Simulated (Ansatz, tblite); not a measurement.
Spin states of [Ni(SH)4]2- (NiH4S4²⁻), formally d⁸, each relaxed with PBE0-D4/def2-SVPD in Ansatz. Electronic energies in the gas phase.

The xTB rows come from tblite. HSE06 is defined as in plane-wave codes, on full-range PBE exchange. A multiply charged anion in the gas phase is held together partly by the finite basis.

Singlet geometry (D2 within 0.1 Å):

```xyz
9

Ni    0.000    0.000    0.000
S    -0.376   -1.365    1.782
H    -1.724   -1.471    1.707
S     0.320    1.447   -1.727
H     1.128    2.350   -1.121
S     1.951    0.558    1.031
H     2.658    0.992   -0.039
S    -1.895   -0.639   -1.085
H    -2.062   -1.871   -0.546
```

Triplet geometry (C2 within 0.1 Å):

Cartesian coordinates in Å:
```
Ni -0.117 -0.036 0.022
S 0.394 2.225 -0.439
H 0.392 2.089 -1.786
S 1.651 -1.605 0.044
H 2.043 -1.341 1.312
S -0.685 0.176 2.343
H -0.519 -1.140 2.612
S -1.234 -0.760 -1.974
H -1.924 0.393 -2.134
```

Run but left out: HF/def2-TZVPD, PBE0-D4/def2-TZVPD, B2PLYP/def2-TZVPD, PBE-QIDH/def2-TZVPD, MP2/def2-TZVPD (singlet: restricted singlet, unstable towards broken spin symmetry).

Only these spin states were relaxed.

Problem. Estimate which spin state lies lowest at each of these levels, and by how much: GFN1-xTB; GFN2-xTB; PBE-D4/def2-TZVPD; r2SCAN-D4/def2-TZVPD; r2SCANh-D4/def2-TZVPD; HSE06-D4/def2-TZVPD; ωB97M-V/def2-TZVPD.

Solution. 
| level | triplet − singlet (kJ/mol) | lowest of these | remarks |
| --- | --- | --- | --- |
| GFN1-xTB | 74.5 | singlet | – |
| GFN2-xTB | 30.8 | singlet | – |
| PBE-D4/def2-TZVPD | 35.3 | singlet | HOMO above zero (singlet), HOMO above zero (triplet) |
| r2SCAN-D4/def2-TZVPD | -12.1 | triplet | HOMO above zero (singlet), HOMO above zero (triplet) |
| r2SCANh-D4/def2-TZVPD | -38.6 | triplet | HOMO above zero (singlet), HOMO above zero (triplet) |
| HSE06-D4/def2-TZVPD | -34.3 | triplet | HOMO above zero (singlet), HOMO above zero (triplet) |
| ωB97M-V/def2-TZVPD | -34.6 | triplet | – |

Change of the triplet − singlet gap on mixing in exact exchange, in kJ/mol: r2SCAN to r2SCANh (10 % exact exchange) -26.5. The xTB methods have no spin-polarisation term.

```tsv
state	donor atoms	mean metal–ligand distance (Å)	range (Å)	Mulliken spin on the metal (PBE0)
singlet	4	2.276	2.28–2.28	0
triplet	4	2.381	2.36–2.40	1.66
```

⟨S²⟩ at PBE0-D4/def2-TZVPD: singlet 0.00 (pure 0.00), triplet 2.01 (pure 2.00).
